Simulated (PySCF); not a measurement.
**Two-dimensional NMR puzzle**

Compound of formula C$_{6}$H$_{4}$N$_{2}$. Correlations simulated from computed shifts and the bond graph:

HSQC (one-bond C–H):
```
  δH    δC
4.25  13.4
2.16   4.4
```

HMBC (two and three bonds, from the bond graph):
```
  δH                 δC
4.25  114.7, 93.0, 69.3
2.16         93.0, 69.3
```

Carbons without hydrogens: δ 114.7, 93.0, 69.3.

Theory: geometry from GFN2-xTB, GIAO PBE0/pcSseg-1 shieldings, in PySCF 2.14 (non-relativistic, in vacuum, equivalent nuclei averaged, one computed conformer).

Chemical shifts δ = σref − σ; TMS for 1H (σref 31.72) and 13C (σref 186.93), all at this level.

Exchangeable hydrogens are left out of these lists.

**Question.** Work out the connectivity.

**Answer.** `CC#CC(C#N)C#N`.

Numbering as in the mapped SMILES `[CH3:1][C:2]#[C:3][CH:4]([C:5]#[N:6])[C:7]#[N:8]`. Hydrogens are named by the atom that carries them.

δC 114.7 is C5/C7, a nitrile carbon. δC 93.0 is C2, an alkyne carbon. δC 69.3 is C3, an alkyne carbon. δC 13.4 is C4, an sp3 CH α to a nitrile (δH 4.25). δC 4.4 is C1, a propargylic methyl carbon (δH 2.16). HMBC from δH 4.25 reaches the proton-free carbons C5/C7, C2, C3. HMBC from δH 2.16 reaches the proton-free carbons C2, C3.

The shifts were computed for this structure.

Shifts are as computed. Against solution values, carbons near 30 ppm lie about +3 ppm off and those near 130 ppm about +5 ppm. Of 1211 compounds with measured shifts, 218 miss one by over three times the rms of a fit or turn the order of signals round; such compounds aren't used in these exercises.
